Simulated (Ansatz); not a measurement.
Reaction (cleavage of the Ga–Si bond): `O[SiH2][GaH][OH]` + `[NH2][InH2]` → `[OH][GaH][NH][InH2]` + silanol

Isolated molecules relaxed with PBE0-D4/def2-TZVP in Ansatz; ΔE leaves out vibrations. CCSD(T)/CBS adds triple-zeta CCSD(T) − MP2 to the extrapolated MP2 energy (def2 sets, frozen cores). DFT in def2-TZVPP. HSE06 is defined as in plane-wave codes. def2 core potentials past Kr. For Ga, In outer-core shells are correlated without core-valence functions, which leaves a few kJ/mol of doubt a bond. Scalar relativity is left out up to krypton. One conformer a species, not always the lowest.

Question: Is it downhill or uphill in electronic energy at CCSD(T)/CBS, and by how much? (Best estimate.)

Answer: Computed: Downhill: ΔE = -47.9 kJ/mol.

Question: What do these levels give: PBE-D4, ωB97X-V, B2PLYP, PBE-QIDH, HSE06, LC-ωPBE, RPA@PBE/def2-TZVPP, HF/def2-SVP, CCSD(T)/def2-SVP, SCS-MP2/def2-TZVPP, CCSD/def2-TZVPP, HF/CBS(def2)? (Best estimate.)

Answer: Ansatz gave: PBE-D4 -20.3, ωB97X-V -38.0, B2PLYP -45.4, PBE-QIDH -43.9, HSE06 -28.0, LC-ωPBE -34.3, RPA@PBE/def2-TZVPP -52.9, HF/def2-SVP -60.6, CCSD(T)/def2-SVP -59.4, SCS-MP2/def2-TZVPP -61.3, CCSD/def2-TZVPP -51.4, HF/CBS(def2) -60.2 kJ/mol.

Largest T1 diagnostic among the species: 0.016.

From BLYP to BHLYP (50 % exact exchange), in def2-TZVPP and without D4, ΔE moves by −12.2 kJ/mol. At CCSD(T), def2-SVP lies −11.6 kJ/mol from the extrapolated value and def2-TZVPP −3.3 kJ/mol. Leaving LDA and LC-ωPBE aside and taking each functional with its dispersion term where it has one, the values spread over 25.1 kJ/mol, from B2PLYP to PBE-D4. LDA lies +3.3 kJ/mol from PBE without D4.
